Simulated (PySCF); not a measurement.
Calcium: a sound run and one with changed settings

Sound run: Ca²⁺ [Ar], Ca³⁺ [Ne] 3s2 3p5. Computed with PySCF 2.14 in 6-31G* (5s4p3d, 32 functions), with no relativity, point nucleus. In the sound run the correlated levels freeze [Ne] 3s2. The sound run starts from symmetry-adapted Hartree-Fock orbitals and uses a fine grid where one is needed.

Changed run: the spin-free X2C one-electron Hamiltonian (Gaussian nucleus). This setting is unsound on purpose.

| species | method | sound run (hartree) | changed run (hartree) | converged |
| --- | --- | --- | --- | --- |
| Ca²⁺ | UHF | -676.10389 | -678.58544 | yes |
| Ca²⁺ | r2SCAN | -676.82488 | -679.30623 | yes |
| Ca²⁺ | PBE | -676.62509 | -679.10626 | yes |
| Ca²⁺ | MP2 | -676.22562 | -678.70699 | yes |
| Ca²⁺ | CCSD(T) | -676.24220 | -678.72343 | yes |
| Ca³⁺ | UHF | -674.24985 | -676.72467 | yes |
| Ca³⁺ | r2SCAN | -674.92073 | -677.39538 | yes |
| Ca³⁺ | PBE | -674.72536 | -677.19989 | yes |
| Ca³⁺ | MP2 | -674.33164 | -676.80635 | yes |
| Ca³⁺ | CCSD(T) | -674.34838 | -676.82297 | yes |

Ionisation energy of Ca²⁺:

| method | sound run (eV) | changed run (eV) |
| --- | --- | --- |
| UHF | 50.451 | 50.634 |
| r2SCAN | 51.815 | 51.997 |
| PBE | 51.694 | 51.875 |
| MP2 | 51.538 | 51.719 |
| SCS-MP2 | 51.467 | 51.648 |
| CCSD | 51.531 | 51.712 |
| CCSD(T) | 51.533 | 51.714 |

Most of the change in total energy is the relativistic energy itself. On top of that the contraction fixes the core shape for the Hamiltonian it was made with, so the changed run is not a good calculation with the other Hamiltonian either.

For comparison, NIST gives 50.913 eV between the lowest levels.
